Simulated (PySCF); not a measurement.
# Spinor energies of Au³⁴⁺ (gold, charge +34)

Start: [Kr] 4d9; 4d3/2 filled at m_j = -1/2, +1/2, +3/2; 4d5/2 filled at m_j = -5/2, -3/2, -1/2, +1/2, +3/2, +5/2. Calculated with PySCF 2.14 in an even-tempered Gaussian basis (17 s from 3.5 bohr⁻², ratio 2.8; 14 p from 4.6 bohr⁻², ratio 2.8; 9 d from 4.6 bohr⁻², ratio 2.8; 3 f from 21 bohr⁻², ratio 3): generalised Hartree-Fock with the X2C-1e Hamiltonian and a Gaussian nucleus; one run each with spin-orbit coupling (SO) screened by Boettger's factors, then bare. This is a chosen level, not necessarily the ground level.

| spinor shell | electrons | ε, screened SO (eV) | ε, bare SO (eV) | weight of nominal j (bare SO) | rms radius, bare SO (bohr) |
| --- | --- | --- | --- | --- | --- |
| 1s1/2 | 2 | -82490.3 | -82488.5 | 1.000 | 0.0190 |
| 2s1/2 | 2 | -15818.5 | -15818.0 | 1.000 | 0.0769 |
| 2p1/2 | 2 | -15198.9 | -15241.0 | 1.000 | 0.0650 |
| 2p3/2 | 4 | -13360.3 | -13347.4 | 1.000 | 0.0732 |
| 3s1/2 | 2 | -4822.8 | -4822.7 | 1.000 | 0.196 |
| 3p1/2 | 2 | -4548.4 | -4557.7 | 1.000 | 0.186 |
| 3p3/2 | 4 | -4131.6 | -4128.7 | 1.000 | 0.202 |
| 3d3/2 | 4 | -3682.0 | -3690.1 | 1.000 | 0.177 |
| 3d5/2 | 6 | -3594.5 | -3589.5 | 1.000 | 0.181 |
| 4s1/2 | 2 | -1998.7 | -1998.7 | 1.000 | 0.406 |
| 4p1/2 | 2 | -1872.0 | -1874.7 | 1.000 | 0.407 |
| 4p3/2 | 4 | -1752.5 | -1751.6 | 1.000 | 0.437 |
| 4d3/2 | 3 | -1556.0 | -1558.3 | 0.999 | 0.427 |
| 4d5/2 | 6 | -1531.3 | -1529.9 | 0.999 | 0.436 |

| quantity | screened SO | bare SO |
| --- | --- | --- |
| E (hartree) | -18398.76169 | -18400.50152 |
| M_J | 3/2 | 3/2 |
| ⟨J²⟩ | 3.750 | 3.750 |
| ⟨L²⟩ | 6.112 | 6.120 |
| ⟨S²⟩ | 0.861 | 0.869 |

Each row is a mean over spinors that exchange with the open shell spreads, by up to 13.666 eV (4p1/2).

Breit and QED terms are absent; they matter most for the inner s and p1/2 levels.

Densities and radii are taken from the X2C orbitals without a picture-change correction, which distorts them close to the nucleus.
